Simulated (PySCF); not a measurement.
## Correlation energy of Bi²⁺ (bismuth, charge +2)

[Xe] 4f14 5d10 6s1 6p2, high-spin 4P determinant (an excited configuration). Calculation: PySCF 2.14, in aug-cc-pVQZ-PP with ECP60MDF (7s7p5d3f2g, 92 functions); scalar relativity through the core potential. Frozen: 5s2 5p6 5d10; 3 electrons correlated.

```csv
level,correlation energy (mhartree)
CCSD,-9.58
(T),-0.04
CCSD(T),-9.62
```

Diagnostics: T1 = 0.0019, D1 = 0.0036, largest double amplitude 0.027.

Q: Is a single reference adequate?

A: Yes, within this model without spin-orbit coupling: T1 lies below 0.03 and no double amplitude reaches 0.07.

Spin-orbit coupling is strong in this species, so the high-spin LS determinant is a model state.
